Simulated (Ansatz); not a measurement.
(MgO)n off (charge +1): PBE0-D4/def2-TZVP single points in Ansatz on relaxed structures, gas phase. Each cluster is the lowest isomer that a short search found in that spin, judged at the geometry's level, and lower ones may exist. HOMO and LUMO are taken over both spins. The structures are stationary points that may keep the symmetry of their start.

Estimate the order by gap (eV), lowest first.
A. Mg3O3⁺ (doublet)
B. Mg5O4⁺ (doublet)
C. Mg3O2⁺ (doublet)

B (1.52), C (2.29), A (2.40).

In full:

```csv
species,atoms,state,geometry,HOMO (eV),LUMO (eV),gap (eV),lowest of the spins relaxed,point group (within 0.1 Å)
Mg3O2⁺,5,doublet,PBE-D4/def2-SVP,-9.20,-6.92,2.29,"doublet, of doublet/quartet",C2v
Mg3O3⁺,6,doublet,r2SCAN-D4/def2-SVP,-9.23,-6.83,2.40,–,C2v
Mg5O4⁺,9,doublet,r2SCAN-D4/def2-SVP,-7.91,-6.39,1.52,–,C2
```

The gap (eV) runs from 1.52 (Mg5O4⁺) to 2.40 (Mg3O3⁺).
